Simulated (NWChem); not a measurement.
## Atomisation of silole (C4H6Si)

```xyz
11

C     -0.7433     0.0000     1.2960
C     -1.3582     0.0000     0.0914
Si     0.0000     0.0000    -1.2108
C      1.3582     0.0000     0.0914
C      0.7433     0.0000     1.2960
H     -1.2821     0.0000     2.2508
H     -2.4455     0.0000    -0.0110
H      0.0000     1.2083    -2.0890
H      0.0000    -1.2083    -2.0890
H      2.4455     0.0000    -0.0110
H      1.2821     0.0000     2.2508
```
Charge 0, spin multiplicity 1.

The numbers come from NWChem runs, not from measurements. The geometry was optimised at B3LYP/def2-SVP, a minimum by its harmonic frequencies. It is one conformer; others weren't searched.

Basis set: def2-TZVP. The atomisation energy is electronic alone: no zero-point, thermal, spin-orbit or counterpoise terms. No value is extrapolated to the basis-set limit. Free atoms are single determinants with multiplicities C 3, Si 3, H 2.

B3LYP has NWChem's definition, with VWN1-RPA local correlation. The stability of the SCF solutions was not checked.

### Question
One of these methods gave an atomisation energy of 1087.2 kcal/mol. Which?
(A) PBE0
(B) PBE
(C) B3LYP
(D) BHandHLYP

### Answer
C, B3LYP. The others give 1061.0 (BHandHLYP), 1102.0 (PBE0), 1118.4 (PBE).
